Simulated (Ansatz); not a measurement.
Worked example: CH6GeO + C2H8GeO3 → CH6GeO2 + C2H8GeO2

Species: CH6GeO `C[O][GeH3]`, singlet; C2H8GeO3 `C[CH2][Ge]([OH])([OH])[OH]`, singlet; CH6GeO2 `C[O][GeH2][OH]`, singlet; C2H8GeO2 `C[CH2][GeH]([OH])[OH]`, singlet. The partners trade H for OH; both sit on Ge, so the bond types are kept.

Shapes, held fixed at every level: PBE0-D4/def2-TZVP. Flexible molecules stand in one conformer, not always the lowest. Programs: Ansatz 0.2.0. Electronic energies: no zero-point or thermal term.

At MP2/def2-TZVPP; 1 Eh = 2625.50 kJ/mol:

| species | energy (Eh) |
| --- | --- |
| CH6GeO | -2192.318631 |
| C2H8GeO3 | -2381.923476 |
| CH6GeO2 | -2267.486720 |
| C2H8GeO2 | -2306.747422 |

Work out ΔE of the reaction at this level.


1. Products less reactants: (-2267.486720) + (-2306.747422) − [(-2192.318631) + (-2381.923476)] = 0.007965 Eh = +20.9 kJ/mol.

Other levels give +19.2 (HF/def2-TZVPP) to +21.5 kJ/mol (wB97M-V/def2-TZVPP). No measured value is set beside it here. Relativity is left out for Ge. Outer-core shells of Ge are correlated in most correlated rows, in sets that cover them unevenly.
